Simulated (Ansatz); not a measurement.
`C1C[SiH2][SiH2]O1`. Total charge 0; spin multiplicity 1.

| atom | x (Å) | y (Å) | z (Å) |
| --- | --- | --- | --- |
| C1 | 0.282 | -0.303 | -1.353 |
| C2 | 1.225 | -0.350 | -0.148 |
| Si3 | 0.182 | -0.240 | 1.436 |
| Si4 | -1.489 | 0.865 | 0.233 |
| O5 | -0.701 | 0.714 | -1.224 |
| H6 | -0.208 | -1.277 | -1.484 |
| H7 | 0.834 | -0.091 | -2.273 |
| H8 | 1.847 | -1.248 | -0.184 |
| H9 | 1.894 | 0.516 | -0.173 |
| H10 | -0.207 | -1.584 | 1.944 |
| H11 | 0.869 | 0.506 | 2.522 |
| H12 | -1.713 | 2.309 | 0.498 |
| H13 | -2.815 | 0.184 | 0.206 |

(1) What are the harmonic wavenumbers in cm⁻¹ at PBE0-D4/def2-TZVP (Ansatz, finite differences of forces, unscaled)? (Best estimate.)

(2) Is this a minimum?

(3) Give the ideal-gas thermochemistry at 298.15 K and 1 bar (rigid rotor, harmonic oscillator; point group C1, symmetry number 1).

(4) And at 400, 500, 600, 800 and 1000 K?

(5) Rotational constants (cm⁻¹)?

## Answers

(1) Ansatz gave: 95, 195, 325, 366, 439, 469, 556, 629, 663, 694, 703, 750, 786, 868, 935, 951, 963, 986, 1103, 1177, 1208, 1301, 1388, 1432, 1517, 2196, 2213, 2225, 2232, 3010, 3059, 3087, 3119.

(2) Yes, all 33 modes are real.

(3) Zero-point energy 249.1 kJ/mol; H(298) − E = 268.8 kJ/mol; entropy 333.2 J/(mol·K), of which translation 166.8, rotation 112.5, vibration 53.9; G(298) − E = 169.5 kJ/mol. Modes under 100 cm⁻¹ are hindered rotations or soft bends, so the harmonic entropy is rough.

(4) 
| T (K) | H − E (kJ/mol) | S (J/mol/K) | G − E (kJ/mol) |
| --- | --- | --- | --- |
| 400 | 282.0 | 370.9 | 133.6 |
| 500 | 297.7 | 405.8 | 94.8 |
| 600 | 315.5 | 438.3 | 52.5 |
| 800 | 356.3 | 496.7 | -41.1 |
| 1000 | 402.0 | 547.7 | -145.7 |

(5) 0.1331, 0.1124, 0.06651.
